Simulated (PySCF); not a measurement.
Ti(Cl)3(NH2) anion (Cl₃H₂NTi), SMILES [NH2][Ti]([Cl])([Cl])[Cl] (connectivity only; charge and spin as stated), charge -1, multiplicity 2.

Geometry optimised at B3LYP-D3(BJ)/def2-SVPD. The multiplicity is an assumed one; no other spin state was optimised. The isomer is the one that the SMILES or the coordinates give; other isomers of the formula were not compared. The values are those of a single conformer.

Two levels are set side by side: PBE/def2-SVPD (PySCF) and r2SCAN/def2-SVPD (PySCF). Same geometry, gas phase. Differences are taken from unrounded values.

```tsv
quantity	PBE
α-spin orbital gap (eV)	0.44
β-spin orbital gap (eV)	3.78
mean polarisability (bohr³)	109.4
```

### Question
These are the PBE values. What does r2SCAN give? (The exact figures need the calculation; the answer reports its results.)

### Answer

| quantity | r2SCAN | PBE minus r2SCAN |
|---|---|---|
| α-spin orbital gap (eV) | 0.98 | -0.54 |
| β-spin orbital gap (eV) | 4.29 | -0.51 |
| mean polarisability (bohr³) | 103.2 | 6.1 |

Rough cost on one machine, each run with all the roots and properties that it gave: r2SCAN against PBE within a factor of 2.
